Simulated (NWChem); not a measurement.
Molecule: SiBiH5; SMILES [SiH3][BiH2]

Computed with NWChem. The geometry was optimised at PBE0/def2-SVP. def2 effective core potentials on Bi; no spin-orbit coupling. Vertical excitations in the gas phase; the lowest state need not have the same character in each row.

```json
[
 {"level": "PBE/def2-SVP, TDA", "lowest excitation, singlet (eV)": "5.72", "oscillator strength of that lowest state": "0.007", "lowest state with f > 0.02, singlet (eV)": "6.13", "oscillator strength of that bright state": "0.112", "orbital gap (eV)": "5.25"},
 {"level": "B3LYP/def2-SVP, TDA", "lowest excitation, singlet (eV)": "5.81", "oscillator strength of that lowest state": "0.009", "lowest state with f > 0.02, singlet (eV)": "6.14", "oscillator strength of that bright state": "0.029", "orbital gap (eV)": "6.53"},
 {"level": "BHandHLYP/def2-SVP, TDA", "lowest excitation, singlet (eV)": "6.04", "oscillator strength of that lowest state": "0.015", "lowest state with f > 0.02, singlet (eV)": "6.43", "oscillator strength of that bright state": "0.088", "orbital gap (eV)": "8.54"},
 {"level": "CAM-B3LYP/def2-SVP, TDA", "lowest excitation, singlet (eV)": "5.96", "oscillator strength of that lowest state": "0.013", "lowest state with f > 0.02, singlet (eV)": "6.31", "oscillator strength of that bright state": "0.064", "orbital gap (eV)": "9.02"}
]
```
